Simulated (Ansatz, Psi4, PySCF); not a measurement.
isotetrasilane (H$_{10}$Si$_{4}$), singlet, geometry from GFN2-xTB. Base run: PBE/STO-3G run with PySCF.

Geometry (Å):
```xyz
14

Si    -0.0139     2.0961    -0.7991
Si     0.0456     0.1452     0.4690
Si     1.9174    -1.1643     0.0224
Si    -1.9435    -1.0593     0.3652
H      1.2014     2.9049    -0.6783
H     -0.1618     1.7852    -2.2236
H     -1.1292     2.9805    -0.4531
H      0.1828     0.5822     1.8807
H      3.1828    -0.4452     0.1882
H      1.8960    -1.6460    -1.3615
H      2.0097    -2.3545     0.8712
H     -1.9587    -2.2330     1.2414
H     -3.1220    -0.2666     0.7237
H     -2.1792    -1.5564    -0.9931
```
Charge 0, spin multiplicity 1.
All else is at PySCF's defaults.

The same geometry, method and basis name were run in Ansatz (a program for electronic structure) and Psi4 and PySCF, at each program's defaults and at the settings that a row names. The base is PySCF at its defaults. Differences at the defaults can come from grids, fitting, cores and function types together.

```json
[
 {"code and settings": "PySCF, defaults (exact integrals, its default grid, spherical functions)", "ΔE vs base (mEh)": "0.000", "basis functions": "46", "E (Eh)": "-1149.91202", "SCF cycles": "7", "dipole (D)": "0.22"},
 {"code and settings": "Psi4, defaults (density fitting with its default set, its default grid, spherical functions)", "ΔE vs base (mEh)": "-3.043", "basis functions": "46", "E (Eh)": "-1149.91507", "SCF cycles": "7", "dipole (D)": "0.22"},
 {"code and settings": "Ansatz, defaults (factorised integrals, its default grid, spherical functions)", "ΔE vs base (mEh)": "0.002", "basis functions": "46", "E (Eh)": "-1149.91202", "SCF cycles": "-", "dipole (D)": "-"},
 {"code and settings": "PySCF, density fitting with def2-universal-jkfit", "ΔE vs base (mEh)": "-3.055", "basis functions": "46", "E (Eh)": "-1149.91508", "SCF cycles": "7", "dipole (D)": "0.22"},
 {"code and settings": "PySCF, fine grid", "ΔE vs base (mEh)": "0.002", "basis functions": "46", "E (Eh)": "-1149.91202", "SCF cycles": "7", "dipole (D)": "0.22"},
 {"code and settings": "Psi4, exact integrals, spherical functions, fine grid", "ΔE vs base (mEh)": "0.004", "basis functions": "46", "E (Eh)": "-1149.91202", "SCF cycles": "9", "dipole (D)": "0.22"},
 {"code and settings": "Ansatz, high accuracy", "ΔE vs base (mEh)": "0.002", "basis functions": "46", "E (Eh)": "-1149.91202", "SCF cycles": "-", "dipole (D)": "-"}
]
```
